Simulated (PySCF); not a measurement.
C₃H₅O, SMILES [CH2]C(=O)C, multiplicity 2. Atoms are numbered in the order given.

```xyz
9

C      0.8623    -1.1360     0.0000
C     -0.1231    -0.0818     0.0000
C      0.3661     1.3492     0.0000
O     -1.3201    -0.3513     0.0000
H      1.9362    -0.9321     0.0000
H      0.5109    -2.1703     0.0000
H      0.9889     1.5489     0.8862
H     -0.4963     2.0271     0.0000
H      0.9889     1.5489    -0.8862
```
Charge 0, spin multiplicity 2.

Coordinates come from a PBE0-D3(BJ)/def2-SVP optimisation. The isomer is the one that the SMILES or the coordinates give; other isomers of the formula were not compared.

Computed with SMD-PBE0/def2-SVP (PySCF).

Solvation free energies are E(SMD) − E(gas) at the gas-phase geometry, for 1 M in both phases. In vacuum the dipole moment is 2.89 D.

Computed solvation free energies in water, cyclohexanone, dimethylsulfoxide:
```
solvent            ΔG(solv) (kcal/mol)  its non-electrostatic (CDS) part  dipole (D)
-----------------  -------------------  --------------------------------  ----------
water                             -3.2                               4.0        4.14
cyclohexanone                     -4.5                              -0.6        3.58
dimethylsulfoxide                 -4.4                              -0.1        3.63
```
